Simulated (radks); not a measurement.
Results of a calculation; reference values are marked as such.
Question: All-electron atom: Ta51+ in [Ar] 3d4 (the NIST ground configuration). Level of theory: Dirac Kohn-Sham, PBE, spin-unpolarised, spherical densities, finite nucleus; open shells fill j = l - 1/2 first; Fermi nuclear charge, rms radius 5.3507 fm (a radial shooting solver on a logarithmic mesh with Libxc functionals). Some entries of the table are withheld. Estimate them.

| orbital | occ. | eigenvalue (eV) | r(max) (bohr) | <r^2> (bohr^2) |
|---|---|---|---|---|
| 1s1/2 | 2 | -70515.55 | (1) | 0.0004787 |
| 2s1/2 | 2 | -14733.38 | 0.06688 | 0.007227 |
| 2p1/2 | 2 | (2) | 0.04980 | 0.005163 |
| 2p3/2 | 4 | (3) | 0.05646 | 0.006330 |
| 3s1/2 | 2 | -5486.353 | 0.1834 | 0.04324 |
| 3p1/2 | 2 | (4) | 0.1711 | 0.03915 |
| 3p3/2 | 4 | (5) | 0.1835 | 0.04436 |
| 3d3/2 | 4 | -4678.584 | (6) | (7) |
| 3d5/2 | 0 | -4606.952 | (8) | (9) |

Answer: 
(1) 1s1/2 r(max) (bohr): 0.01168
(2) 2p1/2 eigenvalue (eV): -14248.25
(3) 2p3/2 eigenvalue (eV): -12964.27
(4) 3p1/2 eigenvalue (eV): -5289.971
(5) 3p3/2 eigenvalue (eV): -4977.151
(6) 3d3/2 r(max) (bohr): 0.1420
(7) 3d3/2 <r^2> (bohr^2): 0.03320
(8) 3d5/2 r(max) (bohr): 0.1454
(9) 3d5/2 <r^2> (bohr^2): 0.03458
